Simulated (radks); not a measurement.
Task: The lutetium ion Lu64+, configuration [He] 2s2 2p3. Method: non-relativistic Kohn-Sham, LDA (Slater exchange, Perdew-Wang correlation), spin-unpolarised, spherical densities, point nucleus; relativity is left out, which matters for an element this heavy; computed with a radial shooting solver on a logarithmic mesh with Libxc functionals. Some entries of the table are withheld. Estimate them.

| orbital | occ. | eigenvalue (Ry) | <r^2> (bohr^2) |
|---|---|---|---|
| 1s | 2 | -4762.255 | (1) |
| 2s | 2 | (2) | (3) |
| 2p | 3 | (4) | 0.006537 |
| 3s | 0 | -479.3464 | 0.04585 |
| 3p | 0 | (5) | 0.04074 |

Result: 
(1) 1s <r^2> (bohr^2): 0.0006067
(2) 2s eigenvalue (Ry): -1112.143
(3) 2s <r^2> (bohr^2): 0.008947
(4) 2p eigenvalue (Ry): -1094.161
(5) 3p eigenvalue (Ry): -473.2523
